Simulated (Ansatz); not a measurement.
Start from `[CH3][Ga]([NH2])[NH2]` and change one element to get `CB(N)N`.

Ansatz, PBE0-D4/def2-TZVP geometries, multiplicity 1. Each molecule was computed in one conformer, which needn't be the lowest.

Scalar relativity is left out up to krypton.

```csv
property,`[CH3][Ga]([NH2])[NH2]`
LUMO energy (PBE0/def2-TZVPP) / eV,0.44
HOMO–LUMO gap (PBE/def2-TZVPP) / eV,4.79
LUMO energy (ωB97M-V/def2-TZVPP) / eV,1.92
HOMO energy (PBE/def2-TZVPP) / eV,-5.17
HOMO–LUMO gap (PBE0/def2-TZVPP) / eV,7.02
HOMO energy (B3LYP/def2-TZVPP) / eV,-6.33
```

(1) Give the same properties after the change, and the shifts. (Estimate.)

## Answers

(1) Computed: 
```tsv
property	`CB(N)N`	shift
LUMO energy (PBE0/def2-TZVPP) / eV	0.87	0.43
HOMO–LUMO gap (PBE/def2-TZVPP) / eV	5.45	0.66
LUMO energy (ωB97M-V/def2-TZVPP) / eV	2.14	0.22
HOMO energy (PBE/def2-TZVPP) / eV	-5.35	-0.18
HOMO–LUMO gap (PBE0/def2-TZVPP) / eV	7.62	0.60
HOMO energy (B3LYP/def2-TZVPP) / eV	-6.52	-0.19
```

With PBE0 the HOMO falls by 0.18 eV and the LUMO rises by 0.43 eV, so the gap widens by about 0.61 eV. PBE moves the HOMO by -0.18 eV and ωB97M-V by -0.17 eV.

B3LYP here is the variant with VWN-RPA as its local correlation; programs differ in this.
